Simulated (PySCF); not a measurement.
difluoro(fluorosilyl)silane (F₃H₃Si₂), SMILES [SiH2]([SiH](F)F)F. Geometry optimised at PBE-D3(BJ)/def2-SVP. Other conformers were not sampled.

Computed equilibrium geometry at PBE-D3(BJ)/def2-SVP (PySCF confirms it by a frequency run) as bond lengths and angles (one conformer of several):
Atoms: Si1 F2 Si3 F4 F5 H6 H7 H8. Bonded distances (Å): Si1–F2 1.645, Si1–Si3 2.354, Si1–H6 1.502, Si1–H7 1.503, Si3–F4 1.636, Si3–F5 1.634, Si3–H8 1.498. Bond angles (°): F2–Si1–Si3 108.2, F2–Si1–H6 109.2, F2–Si1–H7 108.6, Si3–Si1–H6 110.3, Si3–Si1–H7 110.6, H6–Si1–H7 109.9, Si1–Si3–F4 106.4, Si1–Si3–F5 109.2, Si1–Si3–H8 117.3, F4–Si3–F5 107.5, F4–Si3–H8 108.2, F5–Si3–H8 107.9.
